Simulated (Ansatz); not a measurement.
A made-up structure of CH$_{5}$NSn, singlet:

N1  (-1.302, 0.982, -0.828)
C2  (-0.479, 0.021, -0.822)
Sn3  (0.752, -0.273, 0.925)
H4  (-1.829, 1.023, -1.705)
H5  (-1.346, 1.450, 0.077)
H6  (0.365, 0.922, 2.070)
H7  (2.397, -0.172, 0.475)
H8  (0.464, -1.835, 1.558)
(Å)

It is relaxed with PBE-D4/def2-SVP and then PBE0-D4/def2-TZVP (Ansatz 0.2.0). Atoms count as bonded within 1.22 times the sum of their covalent radii (H–H: 0.88 Å). The end point is not checked to be a true minimum.

Does its bonding change? (A judgement: the text doesn't fix the answer.)

By the calculation: No: no bond forms or breaks.

Where it ends: The first stage lowers the energy by 0.62 eV in 8 steps. It ends as CH₅NSn ([NH2][C][SnH3]):
N1  (-1.263, 0.913, -0.804)
C2  (-0.440, -0.085, -0.902)
Sn3  (0.758, -0.307, 0.896)
H4  (-1.884, 1.126, -1.582)
H5  (-1.381, 1.550, -0.011)
H6  (0.324, 0.915, 2.046)
H7  (2.415, -0.151, 0.517)
H8  (0.492, -1.843, 1.590)
(Å)

Labels in which every atom is bracketed show which atoms are joined, not bond orders.

For scale, one of the runs: PBE0-D4/def2-TZVP relaxation, 142 basis functions, launched by `ansatz run in.yaml --threads 2 --pin off --events-out ev --progress --plain --max-ram 4352MiB`. The run took about 37 s on 2 CPU threads of an Intel Xeon Platinum 8259CL (shared host).
